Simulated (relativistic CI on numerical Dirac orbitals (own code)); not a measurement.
## Forbidden lines of Tm LXIII

Calculated at this level of theory: Dirac-Coulomb-Breit CI, orbitals from a KLI potential per configuration, model QED (radiative potential, 1s self-energy scaled to tabulated hydrogen-like ionisation energies), unscaled Slater integrals (own radial code, finite nucleus).

Configuration list (outside the closed core 1s2): 2s2 2p3, 2s 2p4, 2p5, 2p4 3s, 2p4 3p, 2p4 3d, 2s2 2p2 3s, 2s2 2p2 3p, 2s2 2p2 3d, 2s 2p3 3s, 2s 2p3 3p, 2s 2p3 3d, 2s2 2p2 4s, 2s2 2p2 4p, 2s2 2p2 4d, 2s2 2p2 4f, 2s2 2p 3s2, 2s 2p3 4s, 2s 2p3 4p, 2s2 2p 3s 3p, 2s 2p3 4d, 2s 2p3 4f, 2s2 2p2 5s, 2s2 2p 3s 3d, 2s2 2p2 5p, 2s2 2p 3p2, 2s2 2p2 5d, 2s2 2p2 5f, 2s2 2p2 5g, 2s2 2p 3p 3d, 2s 2p2 3s2, 2s2 2p 3d2, 2s 2p2 3s 3p, 2s 2p2 3s 3d, 2s 2p2 3p2, 2s 2p2 3p 3d. Levels of other configurations are missing.

```
λ vac (Å)                Lower                    Upper  Type   A (s⁻¹)        gf  Branching (%)
   1.2897  2s2 2p3 2P°_3/2 [8]  2s 2p3 3d 2D°_5/2 [255]    E2  3.81e+12  5.70e-03           22.2
   1.2906  2s2 2p3 4S°_3/2 [2]  2s 2p3 3d 4D°_7/2 [181]    E2  5.21e+12  1.04e-02            7.8
   1.2907  2s2 2p3 2P°_3/2 [8]  2s 2p3 3d 2F°_7/2 [254]    E2  4.95e+12  9.88e-03           26.6
   1.2921    2s 2p4 4P_5/2 [5]      2p4 3d 4F_9/2 [209]    E2  5.81e+12  1.45e-02           39.3
   1.2921  2s2 2p3 2D°_5/2 [3]  2s 2p3 3d 2G°_9/2 [183]    E2  5.58e+12  1.40e-02           37.3
   1.2922    2s 2p4 4P_5/2 [5]      2p4 3d 2F_7/2 [208]    E2  3.52e+12  7.04e-03           23.2
   1.2962  2s2 2p3 2P°_1/2 [4]  2s 2p3 3d 2D°_3/2 [188]    E2  6.35e+12  6.40e-03            3.4
   1.3003  2s2 2p3 2P°_3/2 [8]  2s 2p3 3d 4D°_7/2 [244]    E2  3.24e+12  6.57e-03           36.5
   1.3005  2s2 2p3 4S°_3/2 [2]  2s 2p3 3d 4D°_3/2 [167]    E2  5.81e+12  5.89e-03            2.6
   1.3006  2s2 2p3 4S°_3/2 [2]  2s 2p3 3d 2F°_5/2 [166]    E2  2.45e+12  3.73e-03            2.8
   1.3016    2s 2p4 4P_5/2 [5]      2p4 3d 2F_7/2 [202]    E2  2.29e+12  4.66e-03           10.4
   1.3017    2s 2p4 4P_5/2 [5]      2p4 3d 4D_5/2 [201]    E2  4.39e+12  6.69e-03            6.3
   1.3020    2s 2p4 4P_5/2 [5]      2p4 3d 4D_3/2 [200]    E2  4.61e+12  4.68e-03           12.0
   1.3047  2s2 2p3 2P°_3/2 [1]   2s 2p3 3d 2F°_5/2 [72]    E2  3.43e+12  5.25e-03           20.4
   1.3048  2s2 2p3 2D°_5/2 [3]  2s 2p3 3d 4F°_9/2 [164]    E2  2.35e+12  6.00e-03           61.3
   1.3067    2s 2p4 2S_1/2 [6]      2p4 3d 2D_3/2 [207]    E2  5.28e+12  5.41e-03           22.4
   1.3074  2s2 2p3 4S°_3/2 [2]  2s 2p3 3d 4D°_7/2 [156]    E2  2.57e+12  5.28e-03            6.1
   1.3146  2s2 2p3 2D°_5/2 [3]  2s 2p3 3d 4G°_9/2 [148]    E2  3.17e+12  8.21e-03           64.1
   1.3153    2s 2p4 2P_3/2 [7]      2p4 3d 2F_7/2 [202]    E2  3.37e+12  6.99e-03           15.3
   1.3157  2s2 2p3 2P°_3/2 [1]   2s 2p3 3d 4F°_7/2 [66]    E2  2.96e+12  6.14e-03           29.0
```

Terms are leading LS components. Brackets give the number of a level in order of energy, since labels repeat. The list gives strong lines, with weight on those to low levels, among the lowest 400 of 1461 levels, so that lines to higher ones, which can be the strongest, are missing. Levels whose partners in the same complex of configurations lie outside the list can be far off, and so can their lines. Rates are taken at the computed energies, electric ones in the length gauge.

At this charge energies of transitions that change n are usually good to better than 1 %, and those within a shell (Δn = 0) to a few per cent.

LS names give the leading component of a level, which can be under half, so a name can repeat, a term be missing and a line seem to break the LS rules.
